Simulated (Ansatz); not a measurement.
The first iterations of a band of Cl4FH2OTa (9 atoms, charge 0, multiplicity 1).

All numbers below come from RKS PBE-D4/def2-SVP in Ansatz.

```json
{"movable images": "4", "climbing image": "no", "spring": "5.0 eV/Å²", "optimiser": "quadratic models (default)", "start path": "through a guess of the saddle point", "force threshold": "0.03 eV/Å", "iteration limit": "60", "end points": "relaxed"}
```

Image 0:

```xyz
9
Properties=species:S:1:pos:R:3
Ta 0.002 0.052 0.106
O 1.977 -0.225 0.290
H 2.284 -0.718 1.078
Cl -0.033 -0.336 2.442
Cl 0.438 0.633 -2.114
Cl -1.763 1.537 0.287
Cl -0.944 -1.967 -0.398
F 1.238 2.018 0.567
H 1.970 1.349 0.513
```

Image 5:

```xyz
9
Properties=species:S:1:pos:R:3
Ta -0.146 0.479 0.168
O 2.077 -0.257 0.268
H 2.204 -0.820 1.060
Cl -0.028 -0.046 2.481
Cl 0.372 0.880 -2.080
Cl -2.278 1.303 0.170
Cl -0.519 -1.782 -0.301
F 0.852 2.053 0.585
H 2.636 0.534 0.421
```

| iteration | highest image above the first end (eV) | largest band force component (eV/Å) |
| --- | --- | --- |
| 1 | 2.531 | 4.662 |
| 2 | 1.283 | 3.099 |
| 3 | 0.339 | 2.482 |
| 4 | 0.120 | 1.285 |

Question: Does the band converge within its limit, and where does its top end?

Answer: The run converged. It ended after 12 iterations with the highest image 0.000 eV above the first end. The highest image is an end point: on this band no image between the ends rises above it. The orbitals stay closed-shell, which can raise the energy where a bond breaks towards radicals; this wasn't checked here.

Time of the run: 2.2 min on 4 threads of Arm Neoverse V1, with other jobs on the host, peak memory 0.23 GiB.
